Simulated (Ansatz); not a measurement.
**Relative stability**

The two ends of one reaction step of CH$_{7}$FSn, singlet (PBE0-D4/def2-TZVP).

A:

```
10
angstrom
Sn -0.9902 1.9182 0.0159
C 0.8918 -1.8836 -0.0894
H -1.3218 0.5497 -0.9357
H -2.2282 2.3090 1.1141
H -0.4138 3.2497 -0.8710
H 1.0573 -0.9801 0.4969
F 0.4964 1.4012 1.1297
H -0.1177 -2.2559 0.0872
H 1.0137 -1.6606 -1.1497
H 1.6125 -2.6474 0.2021
```

B:

```xyz
10
angstrom
Sn -0.9061 0.5866 -0.3510
C 0.0187 -1.3329 -0.2675
H -1.5737 0.9173 -1.8857
H -2.0907 0.7831 0.8596
H 0.3000 1.7966 -0.0765
H 1.5599 1.3280 0.9477
F 2.1496 0.9055 1.5304
H -0.7386 -2.1145 -0.3245
H 0.7118 -1.4442 -1.1009
H 0.5690 -1.4254 0.6683
```

Ansatz 0.2.0; basis: def2-TZVPP; cores frozen in the correlated methods. Filled d shells of the heavier atoms are correlated. Core potentials replace the inner electrons of the atoms past krypton. The def2 sets are not built for correlating such inner shells, so the correlated values are less sure here. B3LYP uses VWN-RPA correlation.

Which structure is lower at CCSD(T), and by how much? (Judge from chemistry; the value comes from the calculation.)

The calculation gives: A, by 0.644 eV (electronic energy, against the other). By their contacts, A is a complex of SnH₃F ([F][SnH3]) + CH₄ and B is a complex of CH₆Sn ([CH3][SnH3]) + HF.

All methods give the same order:

```csv
method,E(B) − E(A) (eV)
SPW92,0.508
PBE-D4,0.680
BLYP-D4,0.814
r2SCAN-D4,0.787
B97M-V,0.897
PBE0-D4,0.662
B3LYP-D4,0.793
r2SCAN0-D4,0.733
BHLYP-D4,0.812
CAM-B3LYP-D4,0.820
wB97X-V,0.794
wB97M-V,0.744
B2PLYP,0.782
PBE-QIDH,0.650
RPA on PBE,0.690
HF,0.981
MP2,0.601
CCSD,0.674
CCSD(T),0.644
```

No T1 diagnostic of these runs exceeds 0.013.

Labels in which every atom is bracketed show which atoms are joined, not bond orders.

For scale, one of the runs: CCSD(T)/def2-TZVPP, 210 basis functions, launched by `ansatz run in.yaml --threads 4 --pin off --events-out ev --progress --plain --max-ram 9574MiB`. The run took 77 s on 4 CPU threads of an Arm Neoverse V2 (shared host), with 3.3 GiB of host memory at its peak.
